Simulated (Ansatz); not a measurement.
```yaml
crystal:
  periodic: [false, false, false]
  atoms:
    - {symbol: Na, position_ang: [1.295057, -1.319219, -1.009041]}
    - {symbol: Na, position_ang: [0.514643, 0.699362, 1.919822]}
    - {symbol: Na, position_ang: [-1.581064, 0.912166, -1.050912]}
    - {symbol: I, position_ang: [-1.202756, -1.600002, -2.660046]}
    - {symbol: I, position_ang: [-2.390041, 1.464342, 1.792351]}
    - {symbol: I, position_ang: [1.980357, -1.924851, 1.855927]}
    - {symbol: I, position_ang: [1.383814, 1.768203, -0.848101]}
basis:
  gaussian: {orbitals: def2-TZVPD, initial_orbitals: start.molden}
total_charge: -1
hamiltonian: {xc: {name: CAM-B3LYP}, dispersion: d4}
scf: {omitted_lower_state_checks: [starts]}
output: {orbitals: {seedname: orbitals}}
```

The file start.molden holds the orbitals of an earlier run on this structure, at another level or in another basis.

```sh
$ ansatz run in.yaml --threads 4 --pin off --events-out ev --progress --plain --max-ram 4787MiB
```

Does this run fit into the memory that it is given?

No. It has 341 basis functions, and Ansatz plans for 5.07 GiB where 4.67 GiB are given.
